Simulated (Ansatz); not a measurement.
A calculation with Ansatz (development build ahead of 0.2.0).

```yaml
crystal:
  periodic: [false, false, false]
  atoms:
    - { symbol: Cu, position_ang: [0.0, 0.0, 1.8] }
    - { symbol: Cu, position_ang: [0.0, 0.0, -1.8] }
    - { symbol: O, position_ang: [0.0, 0.7, 0.0] }
    - { symbol: O, position_ang: [0.0, -0.7, 0.0] }
basis:
  gaussian: { orbitals: pcseg-2 }
total_charge: 2
magnetization:
  spin_polarized: true
hamiltonian:
  xc: pbe0
```

The input is written out in the form of the current development build from the run's settings.

Output:

```yaml
Converged: yes
Total_energy: -3430.07775 hartree
Spin_squared_of_the_determinant: 1.009
Stability_test: minimum
```

Caution: the unrestricted determinant is a mixture of spin states.
